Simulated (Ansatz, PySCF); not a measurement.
Reaction (SMILES): C[SiH2]B(O)O -> C[SiH2] + O[B]O (the B-Si bond at the site shown breaks; other sites are not compared here)
Structures are relaxed separately at B3LYP-D3(BJ)/def2-TZVP in Ansatz (a quantum-chemistry and plane-wave program), one conformer each, not searched for the lowest. Frequencies are from Ansatz or PySCF.
Geometry of the first species:
```
Si
H 1 1.4863
H 1 1.4863 2 107.24
C 1 1.8886 2 109.17 3 -118.15
H 4 1.0911 1 111.28 2 58.47
H 4 1.0928 5 107.45 1 -121.93
H 4 1.0928 5 107.45 6 -116.15
B 1 2.0350 2 110.24 3 120.03
O 8 1.3612 1 119.04 2 -59.10
H 9 0.9670 8 112.88 1 180.00
O 8 1.3731 9 117.44 10 0.00
H 11 0.9610 8 114.50 9 -180.00
```
Charge 0, spin multiplicity 1.

Property: bond dissociation energy (0 K, with B3LYP-D3(BJ) harmonic zero-point energies), in eV. Valence correlation only, unless marked. UHF or UKS for open shells. Spin-orbit coupling is left out. Non-relativistic unless marked X2C. CBS marks a two-point X^-3 extrapolation of the correlation energy; Hartree-Fock from the larger set. [CCSD(T)-MP2]/basis is that difference in the basis named.

```
level                                                                 program  bond dissociation energy (eV)  minus last row
-------------------------------------------------------------  --------------  -----------------------------  --------------
HF/cc-pV(D+d)Z                                                         Ansatz                           2.91           -1.03
BLYP-D3(BJ)/def2-TZVPD                                         Ansatz + dftd3                           3.60           -0.34
r2SCAN-D4/def2-TZVPD                                           Ansatz + dftd4                           3.56           -0.38
PBE0-D3(BJ)/def2-TZVP                                          Ansatz + dftd3                           3.74           -0.20
PBE0/def2-TZVP                                                         Ansatz                           3.67           -0.27
r2SCAN0/def2-TZVPD                                                     Ansatz                           3.56           -0.38
HSE06-D3(BJ)/def2-TZVPD                                        Ansatz + dftd3                           3.72           -0.22
LC-wPBE-D3(BJ)/def2-TZVPD                                      Ansatz + dftd3                           3.79           -0.15
B2PLYP-D4/def2-TZVPD                                           Ansatz + dftd4                           3.77           -0.17
MP2/cc-pV(D+d)Z                                                        Ansatz                           3.76           -0.18
RI-MP2/aug-cc-pV(T+d)Z                                                 Ansatz                           3.86           -0.08
CCSD/cc-pV(D+d)Z                                                       Ansatz                           3.73           -0.21
CCSD(T)/6-31G*                                                         Ansatz                           3.78           -0.16
X2C-CCSD(T)/cc-pVTZ-DK                                                 Ansatz                           3.84           -0.10
RI-MP2/CBS(cc-pV(T+d)Z,cc-pV(Q+d)Z)+[CCSD(T)-MP2]/cc-pV(T+d)Z          Ansatz                           3.94            0.00
```
